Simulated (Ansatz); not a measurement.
Start from `NC(=O)CO` and change one atom or group to get `NC(=O)[SiH3]`.

Ansatz, PBE0-D4/def2-TZVP geometries, multiplicity 1. Each molecule was computed in one conformer, which needn't be the lowest.

| property | `NC(=O)CO` |
| --- | --- |
| HOMO energy (B3LYP/def2-TZVPP) / eV | -6.97 |
| size of the dipole moment (ωB97M-V/def2-TZVPP) / D | 3.20 |
| HOMO–LUMO gap (B3LYP/def2-TZVPP) / eV | 7.09 |
| size of the dipole moment (PBE/def2-TZVPP) / D | 3.13 |
| size of the dipole moment (B3LYP/def2-TZVPP) / D | 3.19 |
| LUMO energy (ωB97M-V/def2-TZVPP) / eV | 1.95 |

**Question.** What does the change do to each property? (Estimate.)

**Answer.** The calculation gave: 
```csv
property,`NC(=O)[SiH3]`,shift
HOMO energy (B3LYP/def2-TZVPP) / eV,-6.91,0.06
size of the dipole moment (ωB97M-V/def2-TZVPP) / D,3.59,0.39
HOMO–LUMO gap (B3LYP/def2-TZVPP) / eV,6.36,-0.73
size of the dipole moment (PBE/def2-TZVPP) / D,3.41,0.28
size of the dipole moment (B3LYP/def2-TZVPP) / D,3.56,0.37
LUMO energy (ωB97M-V/def2-TZVPP) / eV,1.80,-0.15
```

With PBE0 the HOMO rises by 0.07 eV and the LUMO falls by 0.82 eV, so the gap narrows by about 0.89 eV. PBE moves the HOMO by -0.09 eV and ωB97M-V by 0.17 eV. Dipoles are sizes alone; their direction can turn.

B3LYP here is the variant with VWN-RPA as its local correlation; programs differ in this.
